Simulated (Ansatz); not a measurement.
Breaking the O2–H3 bond in HLiO (SMILES [Li][OH]) (multiplicity 1 held, fragments rigid). Energies count from the point at 0.951 Å.
Geometry at that point (charge 0, multiplicity 1):
```xyz
3

Li     0.000     0.000    -1.259
O      0.000     0.000     0.314
H      0.000     0.000     1.265
```

Restricted levels (R-, RO-) in cc, def2 and unpolarised 6-31G sets keep to the state of the molecule at rest.

Correlated levels freeze the cores.

The values were computed with Ansatz (Gaussian basis) for Hartree–Fock, density functionals and correlated methods. Values without a source in brackets are computed.

Energies in kcal/mol.

| R (Å) | R-PBE/aug-cc-pVTZ | R-wB97X-V/aug-cc-pVTZ | R-MP2/aug-cc-pVTZ | R-SCS-MP2/aug-cc-pVTZ | R-CCSD/aug-cc-pVTZ |
|---|---|---|---|---|---|
| 0.761 | 39.3 | 37.4 | 37.9 | 37.7 | 36.8 |
| 0.856 | 8.2 | 7.2 | 7.5 | 7.4 | 7.0 |
| 0.951 | 0.0 | 0.0 | 0.0 | 0.0 | 0.0 |
| 1.046 | 3.8 | 4.9 | 4.6 | 4.7 | 5.1 |
| 1.142 | 13.6 | 16.1 | 15.4 | 15.4 | 16.2 |
| 1.284 | 33.1 | 37.6 | 36.4 | 36.2 | 37.3 |
| 1.427 | 53.5 | 60.3 | 58.3 | 57.8 | 58.8 |
| 1.665 | 84.4 | 95.1 | 91.5 | 89.9 | 89.7 |
| 1.903 | 109.0 | 123.9 | 118.0 | 115.1 | 112.3 |
| 2.188 | 130.9 | 150.9 | 141.3 | 136.4 | 129.7 |
| 2.569 | 150.0 | 177.0 | 159.9 | 152.3 | 141.8 |
| 3.044 | 163.5 | 198.6 | 168.4 | 157.1 | 147.8 |

Doubts at one or more of the structures used: a restricted determinant that unrestricted orbitals would lower (R-PBE/aug-cc-pVTZ, R-wB97X-V/aug-cc-pVTZ, R-MP2/aug-cc-pVTZ, R-SCS-MP2/aug-cc-pVTZ, R-CCSD/aug-cc-pVTZ); other coupled-cluster roots lie near (R-CCSD/aug-cc-pVTZ); T1 above 0.05 (R-CCSD/aug-cc-pVTZ).

Ansatz is a program for electronic structure.
